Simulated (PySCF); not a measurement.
# Excitation energy of Al+ by level of theory

Al+ [Ne] 3s2 (1S) → Al+ [Ne] 3s1 4s1 (3S), as a difference of total energies. All numbers are calculated (PySCF 2.14, the spin-free X2C one-electron Hamiltonian (Gaussian nucleus), in x2c-QZVPPall with one added diffuse shell each of s, p, d, f type (10s7p5d3f1g, 86 functions)). Correlated levels: valence and next inner shell: 1s2 frozen. The calculations carry no spin-orbit coupling.

```tsv
method	excitation energy (cm⁻¹)
UHF	82763
MP2 (valence and next inner shell)	89792
SCS-MP2 (valence and next inner shell)	91278
CCSD (valence and next inner shell)	90795
CCSD(T) (valence and next inner shell)	91031
```

Errors of the correlated levels include the incompleteness of this basis and the frozen core.

For comparison: 91275 cm⁻¹ (measured; NIST levels).
